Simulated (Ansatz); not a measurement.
Geometry optimisation, Ansatz 0.2.0, DFT PBE-D3(BJ), scalar-relativistic, plane waves, PAW.

Input:

```yaml
crystal:
  lattice:
    - [6.46, 0.0, 0.0]
    - [-4.845, 8.391786, 0.0]
    - [0.0, 0.0, 5.14539]
  atoms:
    - { symbol: Zr, position: [0.0, 0.0, 0.0] }
    - { symbol: Zr, position: [0.16666667, 0.22222223, 0.5] }
    - { symbol: Zr, position: [0.0, 0.33333334, 0.0] }
    - { symbol: Zr, position: [0.16666667, 0.55555557, 0.5] }
    - { symbol: Zr, position: [1.0e-08, 0.66666668, 0.0] }
    - { symbol: Zr, position: [0.16666668, 0.88888891, 0.5] }
    - { symbol: Zr, position: [0.5, 0.0, 0.0] }
    - { symbol: Zr, position: [0.66666667, 0.22222223, 0.5] }
    - { symbol: Zr, position: [0.5, 0.33333334, 0.0] }
    - { symbol: Zr, position: [0.66666667, 0.55555557, 0.5] }
    - { symbol: Zr, position: [0.50000001, 0.66666668, 0.0] }
    - { symbol: Zr, position: [0.66666668, 0.88888891, 0.5] }
    - { symbol: Na, position: [0.16983683, 0.56081826, 1.12287287] }
basis:
  ecutwfc: 420.0
kpoints:
  mp_grid: { grid: [4, 3, 4] }
hamiltonian:
  xc: pbe
  dispersion: d3bj
scf:
  occupations: { method: gaussian, width: 0.05 }
  lower_state_search: "off"
relax:
  f_tol: 0.03
  max_steps: 60
  adjacent_minimum: "off"
```

Command:

```bash
$ ansatz run input.yaml --threads 4 --pin off --max-ram 10240MiB --backend cpu --events-out ev --progress --plain --runs-dir out
```

**Question.** Where does it end, and by what steps?

**Answer.** The run converged. Limits of this set-up: coarse k mesh. After 16 steps the energy has fallen by 10.048 eV; Na13 moved furthest, 1.09 Å. The start is strongly strained (largest force component 10 eV/Å).

```json
{"step": "0", "energy less start (eV)": "0.0000", "largest force component (eV/Å)": "10.407", "accepted": "yes"}
{"step": "1", "energy less start (eV)": "-5.0268", "largest force component (eV/Å)": "5.545", "accepted": "yes"}
{"step": "2", "energy less start (eV)": "-7.3541", "largest force component (eV/Å)": "2.675", "accepted": "yes"}
{"step": "3", "energy less start (eV)": "-8.3847", "largest force component (eV/Å)": "1.159", "accepted": "yes"}
{"step": "4", "energy less start (eV)": "-8.8508", "largest force component (eV/Å)": "0.638", "accepted": "yes"}
{"step": "5", "energy less start (eV)": "-9.0541", "largest force component (eV/Å)": "0.270", "accepted": "yes"}
{"step": "6", "energy less start (eV)": "-9.1817", "largest force component (eV/Å)": "0.315", "accepted": "yes"}
{"step": "7", "energy less start (eV)": "-9.3315", "largest force component (eV/Å)": "0.504", "accepted": "yes"}
{"step": "8", "energy less start (eV)": "-9.5930", "largest force component (eV/Å)": "0.498", "accepted": "yes"}
{"step": "9", "energy less start (eV)": "-9.8266", "largest force component (eV/Å)": "0.310", "accepted": "yes"}
{"step": "10", "energy less start (eV)": "-9.9303", "largest force component (eV/Å)": "0.238", "accepted": "yes"}
{"step": "11", "energy less start (eV)": "-9.9817", "largest force component (eV/Å)": "0.201", "accepted": "yes"}
{"step": "12", "energy less start (eV)": "-10.0073", "largest force component (eV/Å)": "0.208", "accepted": "yes"}
{"step": "13", "energy less start (eV)": "-10.0156", "largest force component (eV/Å)": "0.290", "accepted": "yes"}
{"step": "14", "energy less start (eV)": "-10.0446", "largest force component (eV/Å)": "0.076", "accepted": "yes"}
{"step": "15", "energy less start (eV)": "-10.0466", "largest force component (eV/Å)": "0.087", "accepted": "yes"}
{"step": "16", "energy less start (eV)": "-10.0482", "largest force component (eV/Å)": "0.028", "accepted": "yes"}
```

```xyz
13
Lattice="6.4600 0.0000 0.0000 -4.8450 8.3918 0.0000 0.0000 0.0000 5.1454" Properties=species:S:1:pos:R:3
Zr 0.103 0.145 -0.111
Zr 0.187 1.872 2.264
Zr -1.688 2.305 -0.867
Zr -1.546 5.318 3.334
Zr -3.421 5.741 0.214
Zr -3.340 7.469 2.586
Zr 3.164 -0.171 -0.139
Zr 3.009 1.756 2.200
Zr 1.588 2.903 -0.220
Zr 1.650 4.703 2.695
Zr 0.222 5.845 0.268
Zr 0.068 7.773 2.610
Na -1.615 3.803 6.382
```

Whether the end is a true minimum wasn't checked by a vibrational analysis.

The run took 4.1 min on 4 threads of Arm Neoverse V1 (shared host), peak memory 1.1 GiB.
